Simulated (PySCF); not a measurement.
## Spinor energies of Cr²⁰⁺ (chromium, charge +20)

Start: [He] 2s2. Calculated with PySCF 2.14 in an even-tempered Gaussian basis (17 s from 1.2 bohr⁻², ratio 2.6; 12 p from 1.5 bohr⁻², ratio 2.6; 7 d from 1.5 bohr⁻², ratio 2.8; 4 f from 33 bohr⁻², ratio 2.8): generalised Hartree-Fock with the X2C-1e Hamiltonian and a Gaussian nucleus; spin-orbit coupling (SO) screened by Boettger's factors.

```json
{"spinor shell": "1s1/2", "electrons": "2", "ε, screened SO (eV)": "-7240.3", "weight of nominal j (screened SO)": "1.000", "rms radius, screened SO (bohr)": "0.0726"}
{"spinor shell": "2s1/2", "electrons": "2", "ε, screened SO (eV)": "-1628.3", "weight of nominal j (screened SO)": "1.000", "rms radius, screened SO (bohr)": "0.286"}
```

```json
{"quantity": "E (hartree)", "screened SO": "-688.42259"}
{"quantity": "M_J", "screened SO": "0"}
{"quantity": "⟨J²⟩", "screened SO": "0.000"}
{"quantity": "⟨L²⟩", "screened SO": "0.000"}
{"quantity": "⟨S²⟩", "screened SO": "0.000"}
```
